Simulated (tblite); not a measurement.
Compound: C5H5NO.
Bonds: C1–N2 (double), N2–C3, C3–C4 (aromatic), C4–C5 (aromatic), C5–O6 (aromatic), O6–C7 (aromatic), C3–C7 (aromatic). Hydrogens: H8, H9 on C1; H10 on C4; H11 on C5; H12 on C7.

Computed with GFN2-xTB (tblite), gas phase: Langevin dynamics at 400 K from the optimised GFN2-xTB geometry, time step 0.5 fs, friction 0.01 fs⁻¹, 2000 steps. The instantaneous temperature is 2·E(kin)/(3Nk) with all 3N coordinates.

```tsv
t (fs)	T (K)	E(pot) above start (eV)	C1=N2 (Å)	N2–C3 (Å)	C3–C4 (Å)	C4–C5 (Å)	C5–O6 (Å)	C1–H8 (Å)	C1–N2–C3–C4 (°)
0	349	0.000	1.257	1.376	1.427	1.357	1.345	1.080	-149
50	290	0.502	1.271	1.386	1.458	1.354	1.330	1.098	-165
100	214	0.459	1.255	1.412	1.493	1.367	1.291	1.065	-160
150	240	0.498	1.281	1.386	1.493	1.298	1.362	1.108	-152
200	380	0.523	1.235	1.397	1.444	1.339	1.370	1.097	-165
250	343	0.560	1.252	1.368	1.514	1.411	1.395	1.048	-166
300	486	0.570	1.281	1.342	1.456	1.375	1.348	1.104	-140
350	543	0.477	1.253	1.472	1.474	1.357	1.332	1.072	-133
400	294	0.592	1.269	1.420	1.384	1.338	1.295	1.088	-140
450	381	0.713	1.284	1.405	1.424	1.334	1.352	1.075	-163
500	471	0.885	1.253	1.347	1.421	1.424	1.429	1.097	-175
550	472	0.574	1.248	1.431	1.435	1.364	1.353	1.073	-141
600	399	0.697	1.249	1.365	1.373	1.390	1.313	1.072	-138
650	432	0.801	1.255	1.403	1.411	1.422	1.311	1.092	-139
700	406	0.460	1.280	1.377	1.445	1.390	1.366	1.099	-142
750	429	0.342	1.236	1.358	1.375	1.358	1.368	1.060	-125
800	215	0.675	1.273	1.436	1.405	1.365	1.371	1.097	-140
850	500	0.455	1.229	1.348	1.419	1.386	1.349	1.042	-151
900	288	0.780	1.274	1.299	1.467	1.341	1.366	1.099	-167
950	514	0.333	1.238	1.347	1.410	1.359	1.355	1.073	-161
1000	479	0.459	1.286	1.407	1.432	1.370	1.320	1.097	-149
```

**Question.** From 500 fs on, how do temperature and potential energy compare with equipartition?

**Answer.** The mean temperature of these 11 frames is 419 K against the target 400 K, and the mean potential energy 0.59 eV against 30 × kT/2 = 0.52 eV for 30 classical harmonic modes. For 12 atoms in a canonical ensemble the temperature itself scatters by T·√(2/(3N)) = 94 K; here its standard deviation is 88 K. The whole run lasts only 10 friction times of 100 fs, so these averages carry a wide statistical error.

**Question.** What are the kinetic and total energies of the listed frame with the highest potential energy?

**Answer.** The one at 500 fs, 0.885 eV above the start. Its kinetic energy is 3NkT/2 = 0.731 eV at 471 K, so the sum is 1.62 eV; over the listed frames the sum runs from 0.54 to 1.62 eV, since the thermostat adds and removes energy.

**Question.** How much do the listed bonds fluctuate from 500 fs on?

**Answer.** 
```csv
bond,at the start (Å),mean (Å),standard deviation (Å)
C1=N2,1.257,1.257,0.018
N2–C3,1.376,1.374,0.040
C3–C4,1.427,1.417,0.026
C4–C5,1.357,1.379,0.025
C5–O6,1.345,1.355,0.032
C1–H8,1.080,1.082,0.018
```

The motion is classical and holds no zero-point motion.

The cost below is that of the whole dynamics run. On one thread of an Intel Xeon at 2.50 GHz, shared host with 64 logical CPUs at a one-minute load of 54, this took 26 s of wall time and 0.18 GiB of memory at its peak.
